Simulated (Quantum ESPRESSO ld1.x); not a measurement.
Values are calculated unless marked as measured or tabulated.
Problem. Radial electron density D(r) = 4 pi r^2 rho(r) of an atom or ion with 17 electrons. Level of theory: scalar-relativistic Kohn-Sham, LDA (Slater exchange, Perdew-Wang correlation), spin-polarised, spherical densities, point nucleus (ld1.x of Quantum ESPRESSO 7.5).

r (bohr),D(r) (e/bohr),spin D(r)
0.002025,6.436,0.00000951
0.002533,9.216,0.000109
0.003144,12.86,0.000355
0.003902,17.67,0.000930
0.004882,24.07,0.00228
0.006059,31.65,0.00514
0.007519,40.39,0.0112
0.009332,49.70,0.0235
0.01168,58.81,0.0491
0.01449,65.55,0.0969
0.01798,68.79,0.184
0.02232,67.85,0.333
0.02792,63.68,0.578
0.03466,60.03,0.908
0.04301,61.13,1.29
0.05338,68.96,1.58
0.06678,79.92,1.57
0.08289,83.39,1.08
0.1029,72.15,0.329
0.1287,49.42,0.0186
0.1597,32.38,0.991
0.1982,29.97,3.00
0.246,33.45,4.43
0.3078,27.93,3.85
0.382,14.60,2.02
0.4741,4.375,0.606
0.5884,0.6804,0.0948
0.7362,0.04298,0.00605
0.9137,0.001128,0.000161

What is the nuclear charge?

Solution. Z = 53. The innermost maximum, from 1s, lies near gamma/Z bohr with gamma = sqrt(1 - (Z/c)^2) = 0.922, here 0.0174 bohr (found: 0.0190), and its height grows with Z. The density is that of the iodine ion I36+ in [Ne] 3s2 3p5; the configuration itself is not fixed sharply by these data, and Z only to a few units. D(r) has 3 maxima, at r = 0.0190, 0.0790, 0.250 bohr, and minima at 0.0372, 0.184 bohr, inside which lie 1.99, 10.46 electrons.
